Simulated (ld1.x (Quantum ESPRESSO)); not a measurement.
**What the settings do to the TM potential of oxygen**

Base potential:

O, norm-conserving Troullier–Martins (Kleinman–Bylander form), made with ld1.x (Quantum ESPRESSO) 7.5 (PBEsol, scalar-relativistic). Core [He], reference 2s2 2p4. Waves: 2s (bound): rc 0.85 bohr; 2p (bound): rc 1.75 bohr; 3d channel at -0.1 Ry: rc 1.55 bohr. Local part: the d channel. Core correction: Bessel-smoothed model core inside 0.80 bohr.

Cutoffs, loose and tight: the cutoffs (Ry, on a coarse ladder) from which the occupation-weighted sum of valence levels, in a spherical-Bessel basis at the reference potential, stays within 10 and 1 mRy of its value at 400 Ry. They do not see the model core or the augmentation charge, which bear on the density cutoff. Test errors are all-electron minus pseudo excitation energies from the reference, over the configurations 2s2 2p3; 2s2 2p2; 2s2 2p1; 2s0 2p6; 2s2 2p3.5; 2s1 2p4; 2s2 2p0. A dash means not determined; rows that change the core or the reference have their own tests.

| change | outcome | cutoff, loose | cutoff, tight | bound ghosts | largest test error (meV) |
| --- | --- | --- | --- | --- | --- |
| base | generated | 80 Ry | 180 Ry | none | +4003 |
| wave 3d channel at -0.1 Ry: rc 1.55 bohr becomes 3d channel at -0.1 Ry: rc 1.10 bohr | generated | 80 Ry | 180 Ry | none | +3960 |
| wave 3d channel at -0.1 Ry: rc 1.55 bohr becomes 3d channel at -0.1 Ry: rc 1.28 bohr | generated | 80 Ry | 180 Ry | none | +3971 |
| wave 3d channel at -0.1 Ry: rc 1.55 bohr becomes 3d channel at -0.1 Ry: rc 1.50 bohr | generated | 80 Ry | 180 Ry | none | +3993 |
| wave 3d channel at -0.1 Ry: rc 1.55 bohr becomes 3d channel at -0.1 Ry: rc 1.74 bohr | generated | 80 Ry | 180 Ry | none | +4029 |
| wave 3d channel at -0.1 Ry: rc 1.55 bohr becomes 3d channel at -0.1 Ry: rc 2.04 bohr | generated | 80 Ry | 180 Ry | none | +4001 |
| wave 3d channel at -0.1 Ry: rc 1.55 bohr becomes 3d channel at -0.1 Ry: rc 2.30 bohr | generated | 80 Ry | 180 Ry | none | +4271 |

Reading the sweep of the d radius (base included, trends over the rows without a ghost): The loose cutoff stays near 80 Ry. The median size of the test errors (rows with all tests solved) falls from 80.9 meV at 1.1 to 62.9 meV at 2.3 bohr. This runs against the usual rule that a larger radius transfers worse; these runs do not show why.
